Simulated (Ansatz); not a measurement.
Reaction (substitution at a C–B bond): `CB(S)C[SiH3]` + `OCF` → `FCOC[SiH3]` + `CBS`

Calculated with Ansatz (gas phase, PBE0-D4/def2-TZVP geometries, no zero-point term in ΔE). CCSD(T)/CBS adds triple-zeta CCSD(T) − MP2 to the extrapolated MP2 energy (def2 sets, frozen cores). DFT in def2-TZVPP. B3LYP here is the variant with VWN-RPA as its local correlation; programs differ in this. Each species was taken in one conformer, which may not be the lowest.

`CB(S)C[SiH3]`:

```xyz
14

C     1.078   -0.728   -1.295
B     0.814    0.216   -0.073
S     1.512    1.873    0.026
C    -0.083   -0.231    1.122
Si   -1.888    0.175    0.772
H     1.424   -0.225   -2.199
H     0.195   -1.325   -1.543
H     1.857   -1.446   -1.005
H     2.126    1.904   -1.168
H    -0.039   -1.316    1.266
H     0.164    0.257    2.070
H    -2.759   -0.393    1.836
H    -2.091    1.646    0.722
H    -2.308   -0.406   -0.532
```

`OCF`:

Cartesian coordinates in Å:
```
O 0.902 -0.267 -0.534
C -0.160 -0.048 0.303
F -1.353 -0.364 -0.315
H 0.897 0.393 -1.233
H -0.246 0.999 0.619
H -0.042 -0.712 1.160
```

`FCOC[SiH3]`:

```xyz
12

F    -1.532    1.093   -0.551
C    -0.867    0.326   -1.498
O     0.466    0.276   -1.237
C     0.832   -0.539   -0.127
Si    0.338    0.106    1.596
H    -1.000    0.814   -2.465
H    -1.338   -0.666   -1.471
H     1.922   -0.602   -0.161
H     0.451   -1.561   -0.273
H     0.642    1.554    1.710
H     1.177   -0.651    2.567
H    -1.089   -0.151    1.909
```

`CBS`:

```xyz
8

C    -0.197   -0.090   -1.080
B     0.247    0.229    0.379
S    -0.444   -0.698    1.735
H     0.682   -0.350   -1.682
H    -0.608    0.814   -1.544
H    -0.930   -0.893   -1.177
H     1.045    1.085    0.622
H     0.204   -0.098    2.747
```

```csv
level,ΔE (kcal/mol)
PBE-D4,27.4
r2SCAN-D4,27.7
B3LYP-D4,26.5
PBE,26.5
MP2/def2-TZVPP,30.3
CCSD/def2-TZVPP,27.7
CCSD(T)/def2-TZVPP,27.9
HF/CBS(def2),24.9
```

(1) What does CCSD(T)/CBS give? (An estimate is asked.)

Largest T1 diagnostic among the species: 0.013.

Answers

(1) Ansatz gave: +28.5 kcal/mol. The listed levels differ from it by -1.1, -0.8, -2.0, -2.0, 1.8, -0.8, -0.6, -3.6 kcal/mol.

In def2-TZVPP, CCSD(T) changes the Hartree–Fock value by +3.0 kcal/mol (the triples alone add +0.2 kcal/mol) and MP2 by +5.4 kcal/mol. The D4 term adds +1.5 kcal/mol with B3LYP and +0.9 kcal/mol with PBE0; it sums over pairs of atoms, weighted by their polarisabilities, and B3LYP, whose exchange is more repulsive, gets the larger term.
